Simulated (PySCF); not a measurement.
Multinuclear NMR of C3H9ClO2Si2

Mapped SMILES: `[O:1]=[C:2]([CH2:3][O:4][SiH3:5])[SiH2:6][CH2:7][Cl:8]`. Hydrogens are named by the atom that carries them.

- σ from GIAO-PBE0/pcSseg-1
- structure optimised with GFN2-xTB
- run in PySCF 2.14.0 with density-fitted response routines
- non-relativistic Hamiltonian, no solvent, single conformer, fast rotation and ring inversion assumed for equivalent nuclei

Problem. Where does 29Si resonate?

Solution. 
| atoms | environment | σ (ppm) | δ (ppm) |
| --- | --- | --- | --- |
| Si5 | silicon bonded to O, 3 H | 381.7 | -33.7 |
| Si6 | silicon bonded to 2 C, 2 H | 411.6 | -58.4 |

Shieldings were converted by a linear fit to measured shifts: 29Si (scatter 8.9 ppm rms, 25.8 ppm with the 6 outliers that the fit left out vs TMS, solution or neat liquid). Occasional misses reach two or three times the rms, and more in compound classes unlike the fitted ones.

On a 300 MHz spectrometer 29Si resonates near 59.6 MHz, so 1 ppm is 59.6 Hz.

Problem. What are the 17O shifts?

Solution. 
```
atoms             environment  σ (ppm)  δ (ppm)
   O1         carbonyl oxygen   -499.2    721.4
   O4  oxygen bonded to C, Si    328.5    -32.6
```

Shieldings were converted by a linear fit to measured shifts: 17O: δ = 266.70 − 0.911σ (rms 10.7 ppm, 155 shifts, 12.2 ppm with the 3 outliers that the fit left out vs liquid water, solution or neat liquid). Occasional misses reach two or three times the rms, and more in compound classes unlike the fitted ones.

On a 500 MHz spectrometer 17O resonates near 67.8 MHz, so 1 ppm is 67.8 Hz.
